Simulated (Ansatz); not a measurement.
Start from `NC#[C][AlH][NH2]` and change one atom or group to get `NC#CO`.

Ansatz, PBE0-D4/def2-TZVP geometries, multiplicity 1. Each molecule was computed in one conformer, which needn't be the lowest.

```json
{"property": "HOMO–LUMO gap (PBE0/def2-TZVPP) / eV", "`NC#[C][AlH][NH2]`": "6.19"}
{"property": "size of the dipole moment (PBE/def2-TZVPP) / D", "`NC#[C][AlH][NH2]`": "2.77"}
{"property": "LUMO energy (PBE/def2-TZVPP) / eV", "`NC#[C][AlH][NH2]`": "-0.97"}
{"property": "HOMO–LUMO gap (ωB97M-V/def2-TZVPP) / eV", "`NC#[C][AlH][NH2]`": "10.00"}
{"property": "HOMO energy (PBE/def2-TZVPP) / eV", "`NC#[C][AlH][NH2]`": "-5.25"}
{"property": "zero-point energy (PBE0-D4/def2-TZVP) / kJ/mol", "`NC#[C][AlH][NH2]`": "181.0"}
```

(1) Give the same properties after the change, and the shifts. (Best estimate.)

Answers

(1) Computed: 
```
                                      property  `NC#CO`  shift
          HOMO–LUMO gap (PBE0/def2-TZVPP) / eV     6.86   0.67
size of the dipole moment (PBE/def2-TZVPP) / D     0.74  -2.03
             LUMO energy (PBE/def2-TZVPP) / eV    -0.16   0.81
       HOMO–LUMO gap (ωB97M-V/def2-TZVPP) / eV    10.56   0.56
             HOMO energy (PBE/def2-TZVPP) / eV    -4.83   0.42
zero-point energy (PBE0-D4/def2-TZVP) / kJ/mol    131.9  -49.1
```

With PBE0 the HOMO rises by 0.32 eV and the LUMO rises by 0.99 eV, so the gap widens by about 0.67 eV. PBE moves the HOMO by 0.42 eV and ωB97M-V by 0.25 eV. The zero-point energy changes by -49.1 kJ/mol with -9 modes. Dipoles are sizes alone; their direction can turn.
